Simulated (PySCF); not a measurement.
TlH: one state, many levels of theory

State: ¹Σ⁺ (singlet), closed shell. Set-up: PySCF, scalar-relativistic core potentials, basis sets Tl def2-SVPD with ECP60, H def2-SVPD. De refers to Tl + H in their high-spin ground configurations, without counterpoise correction. A positive dipole means Tl(−)H(+).

```
      Level  Re (Å)  ωe (cm⁻¹)  De (eV)  μ (D)
        RHF   1.909       1401     1.60  -1.30
    RHF-MP2   1.892       1397     2.30    n/a
RHF-SCS-MP2   1.904       1373     2.38    n/a
   RHF-CCSD   1.911       1339     2.45    n/a
RHF-CCSD(T)   1.912       1333     2.47    n/a
        PBE   1.941       1308     2.53  -1.59
     PBEsol   1.925       1336     2.65  -1.44
     revPBE   1.950       1289     2.48  -1.67
     r²SCAN   1.919       1359     2.52  -1.50
       PBE0   1.916       1366     2.47  -1.47
      HSE06   1.920       1362     2.47  -1.48
  BHandHLYP   1.909       1392     2.49  -1.46
```

(1) Which functional lies closest to RHF-CCSD(T) in De, which farthest, and by how much do they differ from it?

(2) What does the step from GGA to meta-GGA do here, going from PBE to r²SCAN?

(3) What does second-order correlation do here, going from RHF to RHF-MP2?

Correlated steps freeze 4 core orbitals. Correlated levels converge slowly with the basis: in double zeta they bind strong bonds too weakly, by up to about 1 eV, and carry superposition errors of some tenths. Spin–orbit coupling is left out, which matters for elements this heavy, above all for dissociation energies. Where the molecule has an RHF reference, its open-shell atoms are computed with UHF.

## Answers

(1) Closest is PBE0 (+0.4 pm in Re, +2.5 % in ωe, +0.00 eV in De against RHF-CCSD(T) in the same basis), farthest PBEsol (+1.3 pm in Re, +0.2 % in ωe, +0.18 eV in De). CCSD(T) converges more slowly with the basis than the functionals do and binds too weakly in this one, so the order can change at the basis-set limit.

(2) r²SCAN less PBE: -2.2 pm in Re, +3.9 % in ωe, -0.01 eV in De. 

(3) RHF-MP2 less RHF: -1.7 pm in Re, -0.3 % in ωe, +0.70 eV in De. Correlation nearly always deepens the well. The bond shortens, as in weak, metallic or heavy-atom bonds, where dispersion and the correlation of outer-core electrons pull the atoms together.
